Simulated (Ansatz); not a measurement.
Zn6O10H8. Charge 0, multiplicity 1. Geometry PBE-D4/def2-SVP.

```xyz
24

Zn   -1.672    0.306   -0.763
Zn    2.128   -0.953    0.261
Zn    0.311    0.060    2.227
Zn   -0.529   -1.974    0.455
Zn    0.950    0.596   -1.784
Zn    1.350    1.784    0.781
O    -2.163    1.842    0.206
O    -0.821    0.488   -2.605
O    -0.161    1.968    2.048
O     0.167   -0.122   -0.026
O    -2.203   -1.642   -0.499
O    -0.643   -1.620    2.435
O     1.470    2.399   -1.059
O     2.550   -0.540   -1.653
O     2.236    0.288    1.722
O     1.271   -2.773    0.281
H    -3.072    1.853    0.552
H    -1.100    1.268   -3.117
H    -0.981    2.003    1.451
H    -2.271   -2.101   -1.358
H    -1.552   -1.508    2.769
H     0.751    3.042   -1.211
H     2.495   -1.358   -2.182
H     1.489   -3.308    1.068
```

B3LYP takes the VWN-RPA correlation. Single mean-field runs in def2-TZVP are fitted with def2-universal-jkfit.

Estimate the orbital energies around the gap (eV) in Ansatz with HF/STO-3G, PBE-D4/def2-SVP, PBE-D4/def2-TZVP, B3LYP-D4/def2-TZVP, PBE0-D4/def2-TZVP.


```
orbital  HF/STO-3G  PBE-D4/def2-SVP  PBE-D4/def2-TZVP  B3LYP-D4/def2-TZVP  PBE0-D4/def2-TZVP
 HOMO−9     -10.11            -6.52             -7.04               -8.48              -8.74
 HOMO−8      -9.69            -6.43             -6.93               -8.28              -8.53
 HOMO−7      -9.40            -6.31             -6.82               -8.16              -8.41
 HOMO−6      -8.34            -6.19             -6.71               -8.03              -8.28
 HOMO−5      -5.17            -5.99             -6.47               -7.78              -8.02
 HOMO−4      -3.50            -5.89             -6.38               -7.59              -7.83
 HOMO−3      -3.16            -5.74             -6.22               -7.50              -7.73
 HOMO−2      -2.67            -5.50             -6.02               -7.36              -7.60
 HOMO−1      -2.54            -5.38             -5.96               -7.25              -7.48
   HOMO      -1.61            -5.02             -5.56               -6.78              -7.00
   LUMO       4.67            -2.13             -2.64               -2.08              -1.74
 LUMO+1       6.77            -1.07             -1.59               -1.05              -0.71
 LUMO+2       7.93            -0.92             -1.43               -0.88              -0.55
 LUMO+3       8.50            -0.65             -1.21               -0.67              -0.34
 LUMO+4       8.79            -0.05             -0.58               -0.02               0.33
 LUMO+5       9.03             0.23             -0.29                0.25               0.57
```
